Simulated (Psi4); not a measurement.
H₂BrClGaN (SMILES [NH2][Ga]([Cl])[Br]), singlet, at a GFN2-xTB geometry (such geometries of metal compounds can be far from the true shape), atoms displaced at random by about 0.03 Å a coordinate; Psi4 with TPSS/STO-3G, gradient.

Psi4 was given this input:
```
memory 2 GB

molecule mol {
0 1
Ga    0.107467    0.274871   -0.537453
Cl    2.011655    0.030229   -1.171284
Br   -0.739287   -0.598498    1.364674
N    -1.154133    1.289196   -1.378037
H    -2.187731    1.255527   -1.182921
H    -1.024013    1.659092   -2.350950
symmetry c1
no_reorient
no_com
}

set {
  basis sto-3g
  reference rks
}

gradient('tpss')
print_variables()
```

It wrote (shortened):

```
gradient() will perform analytic gradient computation.

   => Loading Basis Set <=

    Name: STO-3G
    Role: ORBITAL
    Keyword: BASIS

         ---------------------------------------------------------
                                   SCF
               by Justin Turney, Rob Parrish, Andy Simmonett
                          and Daniel G. A. Smith
                              RKS Reference
         ---------------------------------------------------------

  ==> Geometry <==

    Molecular point group: c1
    Full point group: C1

    Geometry (in Angstrom), charge = 0, multiplicity = 1:

       Center              X                  Y                   Z               Mass
    ------------   -----------------  -----------------  -----------------  -----------------
         GA           0.107467000000     0.274871000000    -0.537453000000    68.925573500000
         CL           2.011655000000     0.030229000000    -1.171284000000    34.968852682000
         BR          -0.739287000000    -0.598498000000     1.364674000000    78.918337600000
         N           -1.154133000000     1.289196000000    -1.378037000000    14.003074004430
         H           -2.187731000000     1.255527000000    -1.182921000000     1.007825032230
         H           -1.024013000000     1.659092000000    -2.350950000000     1.007825032230

  Running in c1 symmetry.

  Rotational constants: A =      0.13421  B =      0.04278  C =      0.03245 [cm^-1]
  Rotational constants: A =   4023.47421  B =   1282.60847  C =    972.89997 [MHz]
  Nuclear repulsion =  629.553163627063327

  Charge       = 0
  Multiplicity = 1
  Electrons    = 92
  Nalpha       = 46
  Nbeta        = 46

  ==> Algorithm <==

  SCF Algorithm Type is DF.
  DIIS enabled.
  MOM disabled.
  Fractional occupation disabled.
  Guess Type is SAD.
  Energy threshold   = 1.00e-08
  Density threshold  = 1.00e-08
  Integral threshold = 1.00e-12

  ==> Primary Basis <==

  Basis Set: STO-3G
    Blend: STO-3G
    Number of shells: 26
    Number of basis functions: 52
    Number of Cartesian functions: 54
    Spherical Harmonics?: true
    Max angular momentum: 2

  ==> DFT Potential <==

   => LibXC <=

    Version 7.1.2
    S. Lehtola, C. Steigemann, M. J. T. Oliveira, and M. A. L. Marques,  SoftwareX 7, 1–5 (2018) (10.1016/j.softx.2017.11.002)

   => Composite Functional: TPSS <=

    TPSS Meta-GGA XC Functional

    J. Tao, et al., Phys. Rev. Lett., 91, 146401, 2003

    Deriv               =              1
    GGA                 =           TRUE
    Meta                =           TRUE

    Exchange Hybrid     =          FALSE
    MP2 Hybrid          =          FALSE

   => Exchange Functionals <=

    1.0000   XC_MGGA_X_TPSS

   => Correlation Functionals <=

    1.0000   XC_MGGA_C_TPSS

   => LibXC Density Thresholds  <==

    XC_MGGA_C_TPSS:  1.00E-15
    XC_MGGA_X_TPSS:  1.00E-15

   => Molecular Quadrature <=

    Radial Scheme          =       TREUTLER
    Pruning Scheme         =           NONE
    Nuclear Scheme         =       TREUTLER

    Blocking Scheme        =         OCTREE
    BS radius alpha        =              1
    Pruning alpha          =              1
    Radial Points          =             75
    Spherical Points       =            302
    Total Points           =         124817
    Total Blocks           =            989
    Max Points             =            256
    Max Functions          =             45
    Weights Tolerance      =       1.00E-15

   => Loading Basis Set <=

    Name: (STO-3G AUX)
    Role: JKFIT
    Keyword: DF_BASIS_SCF

  ==> Integral Setup <==

  SCF_SUBTYPE=INCORE selected. In-core MEM_DF algorithm will be used.
  Using in-core AOs.

  ==> MemDFJK: Density-Fitted J/K Matrices <==

    J tasked:                   Yes
    K tasked:                    No
    wK tasked:                   No
    Algorithm:                 Core
    Schwarz Cutoff:           1E-12
    Mask sparsity (%):      14.0533
    Fitting Condition:        1E-10

   => Auxiliary Basis Set <=

  Basis Set: (STO-3G AUX)
    Blend: DEF2-UNIVERSAL-JKFIT
    Number of shells: 195
    Number of basis functions: 773
    Number of Cartesian functions: 1030
    Spherical Harmonics?: true
    Max angular momentum: 5

  Minimum eigenvalue in the overlap matrix is 2.7410054436E-01.
  Reciprocal condition number of the overlap matrix is 1.2844002612E-01.
    Using symmetric orthogonalization.

  ==> Pre-Iterations <==

  SCF Guess: Superposition of Atomic Densities via on-the-fly atomic UHF (no occupation information).

   -------------------------
    Irrep   Nso     Nmo
   -------------------------
     A         52      52
   -------------------------
    Total      52      52
   -------------------------

  ==> Iterations <==

                           Total Energy        Delta E     RMS |[F,P]|

   @DF-RKS iter SAD: -4956.21534478684862   -4.95622e+03   0.00000e+00
   @DF-RKS iter   1: -4957.87498424942169   -1.65964e+00   1.69777e-02 ADIIS/DIIS
   @DF-RKS iter   2: -4912.92469487737071    4.49503e+01   5.93691e-02 ADIIS/DIIS
   @DF-RKS iter   3: -4958.52982493143918   -4.56051e+01   9.16293e-03 ADIIS/DIIS
   @DF-RKS iter   4: -4958.02752064552988    5.02304e-01   1.93665e-02 ADIIS/DIIS
   @DF-RKS iter   5: -4958.62058748445361   -5.93067e-01   8.88733e-03 ADIIS/DIIS
   @DF-RKS iter   6: -4958.50199430040266    1.18593e-01   1.12600e-02 ADIIS/DIIS
   @DF-RKS iter   7: -4958.58943582478969   -8.74415e-02   8.84991e-03 ADIIS/DIIS
   @DF-RKS iter   8: -4958.60848348672698   -1.90477e-02   8.26668e-03 ADIIS/DIIS
   @DF-RKS iter   9: -4958.60454750803183    3.93598e-03   8.35436e-03 ADIIS/DIIS
   @DF-RKS iter  10: -4958.61795800950858   -1.34105e-02   7.86208e-03 ADIIS/DIIS
   @DF-RKS iter  11: -4958.70089506068598   -8.29371e-02   5.35960e-03 ADIIS/DIIS
   @DF-RKS iter  12: -4958.67980409802385    2.10910e-02   6.52733e-03 ADIIS/DIIS
   @DF-RKS iter  13: -4958.77012664003632   -9.03225e-02   1.52614e-03 ADIIS/DIIS
[...]
   @DF-RKS iter  20: -4958.77483482814932    1.81899e-12   2.24355e-09 DIIS
  Energy and wave function converged.

  ==> Post-Iterations <==

   Electrons on quadrature grid:
      Ntotal   =   91.9999710640 ; deviation = -2.894e-05

    Orbital Energies [Eh]
    ---------------------

    Doubly Occupied:

[...]
      46A     -0.031521

    Virtual:

[...]
    Final Occupation by Irrep:
              A
    DOCC [    46 ]
    NA   [    46 ]
    NB   [    46 ]

  @DF-RKS Final Energy: -4958.77483482814932

   => Energetics <=

    Nuclear Repulsion Energy =            629.5531636270633271
    One-Electron Energy =               -8182.8832842075971712
    Two-Electron Energy =                2797.6450774918839670
    DFT Exchange-Correlation Energy =    -203.0897917394992760
    Empirical Dispersion Energy =           0.0000000000000000
    VV10 Nonlocal Energy =                  0.0000000000000000
    Total Energy =                      -4958.7748348281493236

Computation Completed

Properties will be evaluated at   0.000000,   0.000000,   0.000000 [a0]

Properties computed using the SCF density matrix

 Multipole Moments:

 ------------------------------------------------------------------------------------
     Multipole            Electronic (a.u.)      Nuclear  (a.u.)        Total (a.u.)
 ------------------------------------------------------------------------------------

 L = 1.  Multiply by 2.5417464519 to convert [e a0] to [Debye]
 Dipole X            :         -1.6966284            0.6876562           -1.0089722
 Dipole Y            :          0.4318984            0.0499927            0.4818911
 Dipole Z            :          3.2204303           -3.7594419           -0.5390117
 Magnitude           :                                                    1.2412806

 ------------------------------------------------------------------------------------

         ------------------------------------------------------------
                                   SCF GRAD
                          Rob Parrish, Justin Turney,
                       Andy Simmonett, and Alex Sokolov
         ------------------------------------------------------------

  ==> Geometry <==

    Molecular point group: c1
    Full point group: C1

    Geometry (in Angstrom), charge = 0, multiplicity = 1:

       Center              X                  Y                   Z               Mass
    ------------   -----------------  -----------------  -----------------  -----------------
         GA           0.107467000000     0.274871000000    -0.537453000000    68.925573500000
         CL           2.011655000000     0.030229000000    -1.171284000000    34.968852682000
         BR          -0.739287000000    -0.598498000000     1.364674000000    78.918337600000
         N           -1.154133000000     1.289196000000    -1.378037000000    14.003074004430
         H           -2.187731000000     1.255527000000    -1.182921000000     1.007825032230
         H           -1.024013000000     1.659092000000    -2.350950000000     1.007825032230

  Nuclear repulsion =  629.553163627063327

  ==> Basis Set <==

  Basis Set: STO-3G
    Blend: STO-3G
    Number of shells: 26
    Number of basis functions: 52
    Number of Cartesian functions: 54
    Spherical Harmonics?: true
    Max angular momentum: 2

  ==> DFJKGrad: Density-Fitted SCF Gradients <==

    Gradient:                    1
    J tasked:                  Yes
    K tasked:                   No
    wK tasked:                  No
    Integrals threads:           1
    Schwarz Cutoff:          1E-12
    Fitting Condition:       1E-10

   => Auxiliary Basis Set <=

  Basis Set: (STO-3G AUX)
    Blend: DEF2-UNIVERSAL-JKFIT
    Number of shells: 195
    Number of basis functions: 773
    Number of Cartesian functions: 1030
    Spherical Harmonics?: true
    Max angular momentum: 5

  ==> DFT Potential <==

   => LibXC <=

    Version 7.1.2
    S. Lehtola, C. Steigemann, M. J. T. Oliveira, and M. A. L. Marques,  SoftwareX 7, 1–5 (2018) (10.1016/j.softx.2017.11.002)

   => Composite Functional: TPSS <=

    TPSS Meta-GGA XC Functional

    J. Tao, et al., Phys. Rev. Lett., 91, 146401, 2003

    Deriv               =              1
    GGA                 =           TRUE
    Meta                =           TRUE

    Exchange Hybrid     =          FALSE
    MP2 Hybrid          =          FALSE

   => Exchange Functionals <=

    1.0000   XC_MGGA_X_TPSS

   => Correlation Functionals <=

    1.0000   XC_MGGA_C_TPSS

   => LibXC Density Thresholds  <==

    XC_MGGA_C_TPSS:  1.00E-15
    XC_MGGA_X_TPSS:  1.00E-15

   => Molecular Quadrature <=

    Radial Scheme          =       TREUTLER
    Pruning Scheme         =           NONE
    Nuclear Scheme         =       TREUTLER

    Blocking Scheme        =         OCTREE
    BS radius alpha        =              1
    Pruning alpha          =              1
    Radial Points          =             75
    Spherical Points       =            302
    Total Points           =         124817
    Total Blocks           =            989
    Max Points             =            256
    Max Functions          =             45
    Weights Tolerance      =       1.00E-15

  -Total Gradient:
     Atom            X                  Y                   Z
    ------   -----------------  -----------------  -----------------
       1        0.076560194134    -0.048257955553     0.034410994020
       2       -0.002320814290    -0.000514273009    -0.000166471430
       3       -0.005065190218    -0.006959510010     0.012873992936
       4       -0.065014386746     0.056259714223    -0.043830744283
       5       -0.001627483115     0.000653445903    -0.003952269902
       6       -0.002348622759    -0.001205027400     0.000580090401

  Variable Map:
  ----------------------------------------------------------------------------
[...]
  Array Variable Map:
  ----------------------------------------------------------------------------
[...]
[...]
```
